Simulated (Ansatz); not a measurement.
GeSiH6I, doublet: a relaxation.

The input file, in.yaml:

```yaml
crystal:
  periodic: [false, false, false]
  atoms:
    - {symbol: I, position_ang: [-2.428011, 0.146486, 0.285971]}
    - {symbol: Si, position_ang: [-0.508283, 0.880121, -0.836953]}
    - {symbol: Ge, position_ang: [0.692952, -0.896798, 0.915856]}
    - {symbol: H, position_ang: [0.795413, 0.200292, -1.376391]}
    - {symbol: H, position_ang: [-1.152206, 1.209584, -2.147032]}
    - {symbol: H, position_ang: [-0.056522, 2.074018, -0.177538]}
    - {symbol: H, position_ang: [2.164647, -0.514781, 0.823611]}
    - {symbol: H, position_ang: [0.114021, -0.884908, 2.344432]}
    - {symbol: H, position_ang: [0.377889, -2.214113, 0.168043]}
basis:
  gaussian: {orbitals: def2-TZVP}
magnetization: {spin_polarized: true, initial_magnetization: 1}
hamiltonian: {xc: pbe0, dispersion: d4}
relax: {f_tol: 0.005, max_steps: 200}
```

Command:

```bash
ansatz run in.yaml --threads 4 --pin off --events-out ev --progress --plain --max-ram 41984MiB --backend cuda --devices 0, --max-vram 37GiB
```

The run's output (Ansatz 0.2.0):

```
Functional definition: PBE0
  name "PBE0"
  cite "Adamo & Barone, J. Chem. Phys. 110, 6158 (1999) doi:10.1063/1.478522"
  cite "Perdew, Burke & Ernzerhof, Phys. Rev. Lett. 77, 3865 (1996) doi:10.1103/PhysRevLett.77.3865"
  parent pbe
  parameter a = 0.25
  parameter kappa = 0.804
  parameter beta = 0.06672455060314922
  exchange = (1 - a)*pbe_x(kappa = kappa, mu = beta*pi^2/3) + a*exact_x
  correlation = pbe_c(beta = beta)
1351 factors; their error is unknown
mean field evaluation 1: about -72581.8149 eV, gradient 1.4e1 eV
mean field evaluation 2: about -72581.9355 eV, gradient 1.5e1 eV
mean field evaluation 4: about -72582.7049 eV, gradient 8.5e-1 eV
mean field evaluation 8: about -72583.2819 eV, gradient 1.4e-1 eV
mean field evaluation 16: about -72583.2820 eV, gradient 1.3e-4 eV
mean field -72583.28197976 eV, -2667.3864140406 hartree, gradient 4.6e-5 eV, S^2 0.753863; 0 other end points of the search recorded, 0 dependent functions left out
the calculation of the forces begins
reference -72583.28201288 eV, -2667.3864152577 hartree; 39, 38 occupied and 132, 133 virtual orbitals, 1351 factors
relax step   1: F+E_penalty+E_count = -72583.48377179 eV  Δ(F+E_penalty+E_count) = +0.000e0 eV  max|allowed force component| = 1.880e0 eV/Å  Δτ_max = 0.0000 Å  (31 SCF iters, accepted)
relax step   2: F+E_penalty+E_count = -72583.77323859 eV  Δ(F+E_penalty+E_count) = -2.895e-1 eV  max|allowed force component| = 6.416e-1 eV/Å  Δτ_max = 0.1918 Å  (39 SCF iters, accepted)
relax step   3: F+E_penalty+E_count = -72583.91919147 eV  Δ(F+E_penalty+E_count) = -1.460e-1 eV  max|allowed force component| = 6.294e-1 eV/Å  Δτ_max = 0.1919 Å  (33 SCF iters, accepted)
relax step   4: F+E_penalty+E_count = -72584.04014052 eV  Δ(F+E_penalty+E_count) = -1.209e-1 eV  max|allowed force component| = 2.440e-1 eV/Å  Δτ_max = 0.1931 Å  (34 SCF iters, accepted)
relax step   5: F+E_penalty+E_count = -72584.07955778 eV  Δ(F+E_penalty+E_count) = -3.942e-2 eV  max|allowed force component| = 1.659e-1 eV/Å  Δτ_max = 0.2000 Å  (34 SCF iters, accepted)
relax step   6: F+E_penalty+E_count = -72584.08749917 eV  Δ(F+E_penalty+E_count) = -7.941e-3 eV  max|allowed force component| = 1.314e-1 eV/Å  Δτ_max = 0.0581 Å  (34 SCF iters, accepted)
relax step   7: F+E_penalty+E_count = -72584.09090794 eV  Δ(F+E_penalty+E_count) = -3.409e-3 eV  max|allowed force component| = 4.670e-2 eV/Å  Δτ_max = 0.1821 Å  (33 SCF iters, accepted)
relax step   8: F+E_penalty+E_count = -72584.05434062 eV  Δ(F+E_penalty+E_count) = +3.657e-2 eV  max|allowed force component| = 4.681e-1 eV/Å  Δτ_max = 0.1539 Å  (33 SCF iters, rejected (line search))
relax step   9: F+E_penalty+E_count = -72584.09368865 eV  Δ(F+E_penalty+E_count) = -2.781e-3 eV  max|allowed force component| = 1.636e-2 eV/Å  Δτ_max = 0.0769 Å  (34 SCF iters, accepted)
relax step  10: F+E_penalty+E_count = -72584.09474883 eV  Δ(F+E_penalty+E_count) = -1.060e-3 eV  max|allowed force component| = 6.688e-3 eV/Å  Δτ_max = 0.0599 Å  (35 SCF iters, accepted)
relax step  11: F+E_penalty+E_count = -72584.09513330 eV  Δ(F+E_penalty+E_count) = -3.845e-4 eV  max|allowed force component| = 3.913e-2 eV/Å  Δτ_max = 0.0740 Å  (34 SCF iters, accepted)
relax step  12: F+E_penalty+E_count = -72584.09525169 eV  Δ(F+E_penalty+E_count) = -1.184e-4 eV  max|allowed force component| = 4.039e-2 eV/Å  Δτ_max = 0.0229 Å  (34 SCF iters, accepted)
relax step  13: F+E_penalty+E_count = -72584.09554890 eV  Δ(F+E_penalty+E_count) = -2.972e-4 eV  max|allowed force component| = 3.978e-3 eV/Å  Δτ_max = 0.0119 Å  (34 SCF iters, accepted)
relax step  14: F+E_penalty+E_count = -72584.09558440 eV  Δ(F+E_penalty+E_count) = -3.550e-5 eV  max|allowed force component| = 7.131e-3 eV/Å  Δτ_max = 0.0129 Å  (35 SCF iters, accepted)
relax step  15: F+E_penalty+E_count = -72584.09560043 eV  Δ(F+E_penalty+E_count) = -1.604e-5 eV  max|allowed force component| = 4.165e-3 eV/Å  Δτ_max = 0.0119 Å  (35 SCF iters, accepted)
relax step  16: F+E_penalty+E_count = -72584.09560574 eV  Δ(F+E_penalty+E_count) = -5.302e-6 eV  max|allowed force component| = 2.704e-3 eV/Å  Δτ_max = 0.0050 Å  (35 SCF iters, accepted)
Total energy: -72584.09564167 eV, -2667.4163155644 hartree
Atom 0 at    -2.500438     0.021171    -0.037198 Å, force    -0.001087    -0.001492    -0.000368 eV/Å
Atom 1 at    -0.739742     1.169379    -1.281680 Å, force     0.001084     0.002189     0.002704 eV/Å
Atom 2 at     0.995286    -1.074035     1.283378 Å, force    -0.002584    -0.000857    -0.002290 eV/Å
Atom 3 at     0.157684     0.153448    -1.877428 Å, force     0.001305    -0.001938    -0.001153 eV/Å
Atom 4 at    -1.393067     1.969214    -2.345155 Å, force    -0.001281     0.000783    -0.001275 eV/Å
Atom 5 at     0.000647     2.051051    -0.351319 Å, force     0.000316     0.000252    -0.000010 eV/Å
Atom 6 at     2.520231    -0.896525     1.422182 Å, force     0.001277    -0.000590    -0.000284 eV/Å
Atom 7 at     0.303541    -1.021147     2.655494 Å, force     0.000480    -0.000252     0.000415 eV/Å
Atom 8 at     0.655758    -2.372654     0.531725 Å, force     0.000490     0.001905     0.002262 eV/Å
Dipole moment:     0.135786     0.113900    -0.119283 e Å

[the SCF lines of later steps are left out]
```

The lines “mean field evaluation” count trial sets of orbitals through the whole run, from several starts and some on an approximate energy, so they need not fall steadily or lie above the final value.

Time: 24 s of wall clock on 4 CPU threads of an AMD EPYC 7R13 and a share of one NVIDIA H100; the host was shared. Peak host memory: 0.93 GiB.
